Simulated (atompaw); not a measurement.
PBE PAW (atompaw) dataset for germanium, non-relativistic all-electron reference.

Input for atompaw 4.2.0.5:

```
Ge 32
GGA-PBE loggrid 1500 logderivrange -3 5 201
4 4 3 0 0 0
4 0 1
4 1 3
0 0 0
c
c
c
v
c
c
v
c
1
2.50 2.15 2.15 2.35
y
2.5
n
y
0.15
n
custom polynom2 7 10 vanderbiltortho sinc
bessel
2.50
2.00
2.50
2.50
PWSCFOUT
UPFDX 0.0125d0 UPFXMIN -7.d0 UPFZMESH 32.d0
END
```

Command:

```bash
atompaw < Ge.input > Ge.log
```

Resulting log (summary file):

```
Completed calculations for Ge (AE)

 Exchange-correlation type: GGA, Perdew-Burke-Ernzerhof

 Radial integration grid is logarithmic
 r0 =   2.6318935E-04 h =   8.4220592E-03   n =      1500 rmax =   8.0000000E+01

 Non-relativistic calculation

 AEatom converged in  48 iterations
   nz     =  32.00
   delta  =       1.105731218912E-14

 All Electron Orbital energies:
  n  l      occupancy      energy
  1  0      2.0000000E+00 -7.9413904E+02
  2  0      2.0000000E+00 -9.8394031E+01
  3  0      2.0000000E+00 -1.2101682E+01
  4  0      1.0000000E+00 -9.0383009E-01
  2  1      6.0000000E+00 -8.7609330E+01
  3  1      6.0000000E+00 -8.5309056E+00
  4  1      3.0000000E+00 -3.3741195E-01
  3  2      1.0000000E+01 -2.3376276E+00

 Total energy
   Total                    :    -4152.70787458210179

 ---
 Completed calculations for Ge (SC)

 Exchange-correlation type: GGA, Perdew-Burke-Ernzerhof

 Radial integration grid is logarithmic
 r0 =   2.6318935E-04 h =   8.4220592E-03   n =      1500 rmax =   8.0000000E+01

 Non-relativistic calculation

 SCatom converged in   3 iterations
   nz     =  32.00
   delta  =       5.706101024644E-17

 Valence Electron Orbital energies:
  n  l      occupancy      energy
   4  0      1.0000000E+00 -9.0383008E-01
   4  1      3.0000000E+00 -3.3741195E-01

 Total energy
   Total                    :    -4152.70787458238010
   Valence                  :     -161.47100167635617

 PAW parameters:
       lmax =            1
         rc =    2.5104418143181322
        irc =         1089
   rc_shape =    2.1572721551292826
    rc_vloc =    2.1572721551292826
    rc_core =    2.3667033100257759
   Vloc: truncated form - Vps(r)=A.sin(qr)/r for r<rc
   Projector type: improved polynomial pseudization + Vanderbilt ortho.
   Sinc^2 compensation charge shape zeroed at   2.1573E+00

 Number of basis functions     4
 No.   n  nodes  l      Energy         Cp coeff         Occ
  1    4    3    0   -0.9038301E+00 -0.7435280E+01  0.1000000E+01
  2  999    4    0    0.2500000E+01 -0.4576580E+00  0.0000000E+00
  3    4    2    1   -0.3374119E+00 -0.7287730E+02  0.3000000E+01
  4  999    3    1    0.1500000E+00 -0.1034640E+02  0.0000000E+00

 Eigenvalues of overlap operator (in the basis of projectors):
    1        3.15303134E-01
    2        5.87722203E-01
    3        5.45779883E+00
    4        3.64045309E+03

 Orbital leakage outside PAW augmentation regions
   orb  is_core?  %out_of_sphere
   1 0    T           0.00
   2 0    T           0.00
   3 0    T           0.00
   4 0    F          27.15
   2 1    T          -0.00
   3 1    T           0.00
   4 1    F          53.05
   3 2    T           0.22

 Summary of PAW energies
   Total valence energy     :   -161.47100163581052
   Smooth energy            :      5.55713905103302
   One center               :   -167.02814068684356
   Smooth kinetic           :      2.33305079750869
   Vloc energy              :      0.49565107747449
   Smooth exch-corr         :     -1.99666034955074
   One-center xc            :   -155.13343787626610
```

The run took about 0.6 s on one core of a shared server CPU.
